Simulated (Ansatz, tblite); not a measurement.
Adding an electron: the cluster Mg2Br2⁺. Charge 1, multiplicity 2. Geometry: r2SCAN-D4/def2-SVP. Ansatz, gas phase; energy differences of separate SCF runs; the reduced species is a triplet (the singlet lies 0.45 eV higher at PBE0-D4/def2-TZVP).

```xyz
4

Mg    1.212   -0.885    0.828
Mg   -1.211    0.891   -0.826
Br   -1.178   -0.283    1.423
Br    1.177    0.277   -1.425
```

The xTB rows come from tblite. The structure comes from a short search, and lower isomers may exist.

```tsv
level	−HOMO (eV)	−LUMO (eV)	vertical EA (eV)	HOMO–LUMO gap (eV)
GFN1-xTB	–	–	12.08	–
GFN2-xTB	–	–	11.00	–
r2SCAN-D4/def2-TZVP	8.97	8.36	6.24	0.60
```

(1) Estimate the rows for PBE-D4/def2-TZVP, PBE0-D4/def2-TZVP.

## Answers

(1) 
```json
{"level": "PBE-D4/def2-TZVP", "−HOMO (eV)": "8.89", "−LUMO (eV)": "8.33", "vertical EA (eV)": "6.13", "HOMO–LUMO gap (eV)": "0.56"}
{"level": "PBE0-D4/def2-TZVP", "−HOMO (eV)": "9.32", "−LUMO (eV)": "7.91", "vertical EA (eV)": "6.32", "HOMO–LUMO gap (eV)": "1.41"}
```

  HOMO and LUMO are the levels of the spin that leaves or enters (xTB has no such levels and no spin-polarisation term). Other spin states of the ions may lie lower, which would lower the ionisation energy or raise the affinity. Raw xTB energy differences between charge states are shifted by several eV; the methods need an empirical correction for them.
